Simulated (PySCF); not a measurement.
## Pt(H2S)2 relaxed at several levels

Computed with PySCF 2.14.0, def2-SVP on the ligands, density fitting, scalar-relativistic core potentials, no spin-orbit coupling, vacuum. Each row is relaxed at its own level from the same template. Distances are means of the shortest metal–ligand contacts, charges and spins Mulliken's; removal energies are rigid, with the ligand's formal charge and no counterpoise, so too large; for an anion taken off a cation in vacuum most of it is the attraction of opposite charges, and multiply charged cations can part far more cheaply with an electron moved from ligand to metal.

```tsv
level	basis on the metal	point group	M–H2S (Å)	charge on M (e)	dipole (D)	HOMO–LUMO gap (eV)	removal of one H2S (eV)	strongest infrared band, degenerate modes summed (cm⁻¹)	unstable modes (below −25 cm⁻¹)
BP86	def2-SVP with ECP60	C2	2.254	-0.51	1.19	3.39	1.88	2447	0
```

Problem. What does the calculation give for r2SCAN, def2-SVP with ECP60?

Solution. point group: C2, M–H2S (Å): 2.239, charge on M (e): -0.46, dipole (D): 1.32, HOMO–LUMO gap (eV): 3.89, removal of one H2S (eV): 1.97, unstable modes (below −25 cm⁻¹): not given.
```xyz
7

Pt    0.1364    0.0000    0.0000
S     0.2684    0.0269    2.2348
H     0.3785    1.3390    2.5971
H    -1.0131   -0.0268    2.7052
S     0.2684   -0.0269   -2.2348
H     0.3785   -1.3390   -2.5971
H    -1.0131    0.0268   -2.7052
```

Moved off a saddle point of the template and relaxed again: BP86, r2SCAN. One start shape was tried for each, so a minimum needn't be the lowest isomer.
